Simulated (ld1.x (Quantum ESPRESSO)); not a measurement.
Configuration tests for S (TM)

* Element: sulfur (S)
* Generator: ld1.x (Quantum ESPRESSO) 7.5
* Type: norm-conserving Troullier–Martins (Kleinman–Bylander form)
* Functional: PBE
* Relativity: scalar-relativistic
* Frozen core: [He]
* Valence charge: 14
* Reference configuration: 2s2 2p6 3s2 3p3 (charge +1)
* Partial waves: 2p (bound): rc 0.50 bohr; 2s (bound): rc 0.45 bohr
* Local potential: the s channel
* Core correction: none

Occupied shells without a wave of their own: 3p, 3s. They enter only through the test configuration that unscreens the potential.

Energies are relative to the spin-unpolarised reference configuration 2s2 2p6 3s2 3p3; without spin polarisation the order of configurations can differ from experiment.

(1) Give the all-electron excitation energy and the error of the potential for: 2s2 2p6 3s2 3p4; 2s2 2p6 3s2 3p2; 2s2 2p6 3s2 3p1; 2s2 2p6 3s0 3p6; 2s1 2p6 3s2 3p4; 2s2 2p6 3s1 3p5; 2s2 2p6 3s2 3p0.

Levels in the configuration 2s2 2p6 3s2 3p4:

| level | all-electron (eV) | pseudo (eV) |
| --- | --- | --- |
| 2s | -211.709 | -211.747 |
| 2p | -156.506 | -156.543 |
| 3s | -17.256 | -17.352 |
| 3p | -7.009 | -6.986 |

A Bessel basis up to 400 Ry misses an occupied level by 0.05 Ry, so cutoffs and ghosts were not judged.

Answers

(1)

```tsv
valence configuration	charge	ΔE all-electron (eV)	error AE − PS (meV)
2s2 2p6 3s2 3p4	0	-11.769	-30
2s2 2p6 3s2 3p2	+2	22.284	+46
2s2 2p6 3s2 3p1	+3	56.325	+113
2s2 2p6 3s0 3p6	0	8.971	-279
2s1 2p6 3s2 3p4	+1	215.545	-89
2s2 2p6 3s1 3p5	0	-1.458	-151
2s2 2p6 3s2 3p0	+4	103.122	+208
```

The 3p, 3s levels have no wave, so the channel is fitted at the deeper level alone: the likely source of the large errors.
